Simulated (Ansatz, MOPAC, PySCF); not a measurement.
System: SOF$_{2}$ (charge 0, singlet). SMILES: FS(F)=O
Geometry from a B3LYP-D3(BJ)/def2-TZVP (Ansatz, an electronic-structure program) optimisation:
```xyz
4

O      1.3619    -0.1486    -0.3569
S      0.1670    -0.0077     0.4048
F     -0.6344     1.2320    -0.2285
F     -0.8731    -1.0862    -0.1739
```

Unscaled harmonic wavenumbers (cm⁻¹) in rising order, each level at the stationary point that it reaches from this structure (no distance between atoms moves by over 0.3 Å); the order of modes can differ between levels, and a negative number is imaginary. B3LYP-D3(BJ)/def2-TZVP (PySCF, at the structure above): 359, 384, 514, 717, 788, 1339.

AM1 (MOPAC): 305, 368, 450, 931, 963, 996. Zero-point energy 5.7 against 5.9 kcal/mol; where all levels lie over 400 cm⁻¹, the wavenumbers are on average 1.088 times those of B3LYP-D3(BJ)/def2-TZVP.

PM3 (MOPAC): 254, 295, 371, 691, 716, 792. Zero-point energy 4.5 against 5.9 kcal/mol; where all levels lie over 400 cm⁻¹, the wavenumbers are on average 0.821 times those of B3LYP-D3(BJ)/def2-TZVP.

PM6 (MOPAC): 227, 265, 358, 514, 643, 1130. Zero-point energy 4.5 against 5.9 kcal/mol; where all levels lie over 400 cm⁻¹, the wavenumbers are on average 0.792 times those of B3LYP-D3(BJ)/def2-TZVP.

HF/6-31G* (Ansatz): 417, 425, 589, 889, 940, 1462. Zero-point energy 6.8 against 5.9 kcal/mol; where all levels lie over 400 cm⁻¹, the wavenumbers are on average 1.175 times those of B3LYP-D3(BJ)/def2-TZVP.
